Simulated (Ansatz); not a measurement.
Ansatz results at the PBE0-D4/def2-TZVP geometry: HOMO–LUMO gap (ωB97M-V/def2-TZVPP) 10.39 eV; LUMO energy (ωB97M-V/def2-TZVPP) 1.86 eV; size of the dipole moment (ωB97M-V/def2-TZVPP) 0.83 D.

Each molecule was computed in one conformer, which needn't be the lowest.

(1) Which molecule gave them?
A. `CNC1C[SiH2]1`
B. `C=C([SiH3])NC`
C. `CC(C)=N[SiH3]`
D. `CC(C)[Si]N`

## Answers

(1) A. The others give `C=C([SiH3])NC`: 10.35, 2.23, 1.63; `CC(C)[Si]N`: 8.83, 0.87, 1.79; `CC(C)=N[SiH3]`: 10.68, 1.56, 2.40.
